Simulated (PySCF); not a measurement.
SMILES C[Si](CC=O)(C)C (C5H12OSi) (GFN2-xTB optimised geometry):

```
19

C      1.019    -1.626    -0.238
Si     0.471     0.185     0.000
C      1.051     0.885     1.671
C      1.083     1.260    -1.451
C     -1.471     0.185     0.000
C     -1.923     1.585     0.000
O     -2.101     2.268     0.976
H      2.101    -1.702    -0.221
H      0.635    -2.268     0.549
H      0.679    -2.029    -1.187
H      2.105     1.143     1.656
H      0.898     0.172     2.477
H      0.492     1.783     1.920
H      0.668     0.932    -2.400
H      2.165     1.221    -1.539
H      0.804     2.300    -1.311
H     -1.801    -0.318     0.906
H     -1.838    -0.344    -0.874
H     -2.048     2.017    -1.014
```

Computed with CAM-B3LYP/def2-SVP run with PySCF.

What are the frontier orbital energies and the dipole moment?

HOMO-2 -10.05 eV, HOMO-1 -9.84 eV, HOMO -8.41 eV, LUMO 0.99 eV, LUMO+1 2.28 eV; dipole moment 2.99 D.

Meta-Löwdin charges at CAM-B3LYP/def2-SVP: C1 -0.54, Si2 0.93, C3 -0.55, C4 -0.55, C5 -0.45, C6 0.29, O7 -0.40, H8 0.11, H9 0.11, H10 0.11, H11 0.11, H12 0.11, H13 0.12, H14 0.11, H15 0.11, H16 0.11, H17 0.12, H18 0.11, H19 0.05.
